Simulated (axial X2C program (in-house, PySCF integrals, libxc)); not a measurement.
# TaO: from the spin-free to the two-component result

Computed with an in-house relativistic program for diatomic molecules. Spin-free means the one-electron spin-free X2C Hamiltonian; two-component (2c) means X2C with spin–orbit coupling and atomic mean-field two-electron Coulomb and Gaunt terms, so the difference of the two also holds small scalar two-electron terms. Basis: Ta dyall-cv3z [13s14p9d7f4g], O dyall-av3z [7s6p3d2f] (cores contracted in-house); Gaussian nuclei, density fitting, unrestricted open shells. Masses: Ta 180.948 u, O 15.995 u.

Spin-free state: M_S = 1/2, Λ = 2 (beyond evenly filled blocks: δ+α); fragments Ta + O.

| level | Re (Å) | ωe (cm⁻¹) | De (eV) | μ (D) |
| --- | --- | --- | --- | --- |
| PBE0 | 1.675 | 1076.7 | 7.952 | -2.79 |
| B97-3 | 1.677 | 1070.9 | 7.888 | -2.82 |

Dipoles are positive if O is the positive end.

Question: Within this multiplet, which Ω should lie lowest by the rule for regular and inverted multiplets?

Answer: The open δ shell holds one electron, so the multiplet is regular: Ω = Λ − 1/2 = 3/2. The PBE0 2c search agrees.

Two-component determinant lowest at the distance of the search:

Ω = 3/2 (⟨Sz⟩ = -0.49, ⟨Lz⟩ = 1.99 at PBE0); fragments Ta + O.

| level | Re (Å) | ωe (cm⁻¹) | μ (D) |
| --- | --- | --- | --- |
| PBE0 | 1.675 | 1073.6 | -2.79 |
| B97-3 | 1.678 | 1067.7 | -2.82 |

Question: From the two tables, how do the constants change at the PBE0 level (2c against spin-free)?

Answer: At the PBE0 level Re is unchanged within 0.001 Å and ωe falls by 3.1 cm⁻¹.

Occupations by symmetry block were frozen at the best pattern of an incomplete PBE0 search. Dissociation energies refer to the lowest single-determinant-based atoms at the same level and basis. De is not given where an atomic determinant may have missed its ground term or J level, or where the truncated virtual space spoils (T). Density functionals use the spin component along the axis (collinear). Other states lie close and PBE0, whose exact exchange favours high spin, may order them wrongly; the determinant shown need not be the ground state. The nearest other spin-free determinant of the search, M_S = 3/2, Λ = 0, lies 0.08 eV up at the distance of the search. The functionals have no current-density term, which raises determinants with orbital currents, atoms included.
